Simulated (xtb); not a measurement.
C2H9AlOSi, singlet, from a rough starting geometry (GFN-xTB shapes and energies of metal compounds can be far from the true ones); GFN2-xTB in xtb.

Input for xtb:
```
$ xtb mol.xyz --gfn 2 --opt vtight --json

# file mol.xyz
14

Al     0.09317627     0.50977076     0.29511101
C      1.65075582     1.64793937    -0.29467225
H      2.57844680     1.20440620    -0.04179138
H      1.56820591     2.62784801     0.24333539
H      1.55059081     1.85714930    -1.36571518
C     -1.12518242     0.74293528     1.81574588
H     -1.82613818    -0.07867853     1.94744175
H     -1.77457448     1.65813588     1.65615200
H     -0.63449296     0.99848929     2.81397466
O     -0.16503922    -0.92411767    -0.60880222
Si    -0.46257051    -2.29645821    -1.41780522
H     -1.71345884    -2.84056790    -0.94410280
H      0.70174437    -3.15838538    -1.20003614
H     -0.56970236    -1.92806008    -2.84298250
```

The log (banner, timings and long lists left out):

```
   ID    Z sym.   atoms
    1   13 Al     1
    2    6 C      2, 6
    3    1 H      3-5, 7-9, 12-14
    4    8 O      10
    5   14 Si     11

           -------------------------------------------------
          |                Calculation Setup                |
           -------------------------------------------------

           -------------------------------------------------
          |                 G F N 2 - x T B                 |
           -------------------------------------------------

          ...................................................
          :                      SETUP                      :
          :.................................................:
          :  # basis functions                  41          :
          :  # atomic orbitals                  39          :
          :  # shells                           21          :
          :  # electrons                        30          :
          :  max. iterations                   250          :
          :  Hamiltonian                  GFN2-xTB          :
          :  restarted?                      false          :
          :  GBSA solvation                  false          :
          :  PC potential                    false          :
          :  electronic temp.          300.0000000     K    :
          :  accuracy                    1.0000000          :
          :  -> integral cutoff          0.2500000E+02      :
          :  -> integral neglect         0.1000000E-07      :
          :  -> SCF convergence          0.1000000E-05 Eh   :
          :  -> wf. convergence          0.1000000E-03 e    :
          :  Broyden damping             0.4000000          :
          :  net charge                          0          :
          :  unpaired electrons                  0          :
          ...................................................

 iter      E             dE          RMSdq      gap      omega  full diag
   1    -15.8926739 -0.158927E+02  0.115E+01    4.33       0.0  T
   2    -15.9803349 -0.876610E-01  0.616E+00    4.16       1.0  T
   3    -15.9803330  0.192982E-05  0.236E+00    3.81       1.0  T
   4    -15.9894133 -0.908035E-02  0.760E-01    4.11       1.0  T
   5    -15.9895872 -0.173863E-03  0.721E-01    4.06       1.0  T
   6    -15.9902092 -0.621979E-03  0.242E-01    4.10       1.0  T
   7    -15.9902850 -0.757885E-04  0.588E-02    4.13       1.0  T
   8    -15.9902879 -0.295077E-05  0.544E-02    4.12       1.0  T
[...]
 * total energy  :   -15.8321563 Eh     change       -0.3213163E-06 Eh
 * total energy  :   -15.8321568 Eh     change       -0.5136416E-06 Eh
 * total energy  :   -15.8321572 Eh     change       -0.4584621E-06 Eh
 * total energy  :   -15.8321579 Eh     change       -0.6486344E-06 Eh
 * total energy  :   -15.8321588 Eh     change       -0.8745561E-06 Eh
 * total energy  :   -15.8321593 Eh     change       -0.5780456E-06 Eh
 * total energy  :   -15.8321598 Eh     change       -0.4370625E-06 Eh
 * total energy  :   -15.8321603 Eh     change       -0.5160595E-06 Eh
 * total energy  :   -15.8321609 Eh     change       -0.5991335E-06 Eh
 * total energy  :   -15.8321604 Eh     change        0.4817742E-06 Eh
 * total energy  :   -15.8321612 Eh     change       -0.8097118E-06 Eh
 * total energy  :   -15.8321613 Eh     change       -0.8842883E-07 Eh
   *** GEOMETRY OPTIMIZATION CONVERGED AFTER 83 ITERATIONS ***
         :: total energy             -15.832161307792 Eh    ::
[...]
    13   1 H        0.918    -0.103     5.659     3.721
    14   1 H        0.918    -0.102     5.649     3.717

 Mol. C6AA /au·bohr⁶  :       2502.982300
 Mol. C8AA /au·bohr⁸  :      94577.042789
 Mol. α(0) /au        :         85.522817

Wiberg/Mayer (AO) data.
largest (>0.10) Wiberg bond orders for each atom

 ---------------------------------------------------------------------------
     #   Z sym  total        # sym  WBO       # sym  WBO       # sym  WBO
 ---------------------------------------------------------------------------
     1  13 Al   3.696 --    10 O    1.210     2 C    1.020     6 C    1.019
     2   6 C    3.933 --     1 Al   1.020     4 H    0.940     3 H    0.925
                             5 H    0.925
     3   1 H    0.997 --     2 C    0.925
     4   1 H    0.995 --     2 C    0.940
     5   1 H    0.997 --     2 C    0.925
     6   6 C    3.933 --     1 Al   1.019     9 H    0.941     8 H    0.925
                             7 H    0.925
     7   1 H    0.997 --     6 C    0.925
     8   1 H    0.997 --     6 C    0.925
     9   1 H    0.995 --     6 C    0.941
    10   8 O    2.420 --     1 Al   1.210    11 Si   1.071
    11  14 Si   3.832 --    10 O    1.071    12 H    0.892    14 H    0.891
                            13 H    0.891
    12   1 H    0.989 --    11 Si   0.892
    13   1 H    0.989 --    11 Si   0.891
    14   1 H    0.989 --    11 Si   0.891
 ---------------------------------------------------------------------------

Topologies differ in total number of bonds
Writing topology from bond orders to xtbtopo.mol

molecular dipole:
                 x           y           z       tot (Debye)
 q only:        0.034       0.179       0.119
   full:        0.081       0.396       0.261       1.224
molecular quadrupole (traceless):
                xx          xy          yy          xz          yz          zz
 q only:       -0.725       0.462       0.860       0.139       1.138      -0.136
  q+dip:        1.278       0.873      -1.254      -2.094      -0.538      -0.024
   full:       -0.053      -0.697      -0.008       0.913      -0.610       0.061

optimized geometry written to: xtbopt.xyz

           -------------------------------------------------
          | TOTAL ENERGY              -15.832161307792 Eh   |
          | GRADIENT NORM               0.000074942408 Eh/α |
          | HOMO-LUMO GAP               4.150840172885 eV   |
           -------------------------------------------------
```
